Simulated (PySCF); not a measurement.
Fractional electron number in Ru+ (ruthenium, charge +1)

The 4d beta orbital of [Kr] 4d7 is emptied in steps (occupation f), with all orbitals relaxed, ending at [Kr] 4d6. All numbers are calculated (PySCF 2.14, scalar relativity through the core potential, in aug-cc-pVTZ-PP with ECP28MDF (6s6p5d3f2g, 88 functions)). The exact energy is a straight line in f; departures are measured from the line between the end points of the same method.

```csv
f,PBE0 (eV),r2SCAN (eV),LC-wPBE (eV)
1,0.000,0.000,0.000
0.9,-0.320,-0.441,-0.062
0.7,-0.752,-1.033,-0.148
0.5,-0.899,-1.232,-0.179
0.3,-0.758,-1.035,-0.153
0.1,-0.326,-0.442,-0.066
0,0.000,0.000,0.000
```

Q: For r2SCAN, how does the orbital energy at f = 1 compare with the removal energy?

A: −ε = 11.709 eV against a total-energy difference of 16.599 eV. By Janak's theorem ε = ∂E/∂f, so the gap between them reflects the curvature. Along the path −ε is 12.666 (f = 0.9), 14.617 (f = 0.7), 16.594 (f = 0.5), 18.579 (f = 0.3), 20.539 (f = 0.1) eV.

| method | E(f=0) − E(f=1) (eV) | −ε at f=1 (eV) | −ε at f=0.5 (eV) |
| --- | --- | --- | --- |
| PBE0 | 16.688 | 13.144 | 16.668 |
| r2SCAN | 16.599 | 11.709 | 16.594 |
| LC-wPBE | 16.589 | 15.911 | 16.574 |

Reference removal energy between the ground levels: 16.76 ± 0.06 eV (semi-empirical (NIST evaluation); NIST Atomic Spectra Database, ionization energies). The calculation has no spin-orbit coupling. The determinant left behind need not be the lowest term of the ion.
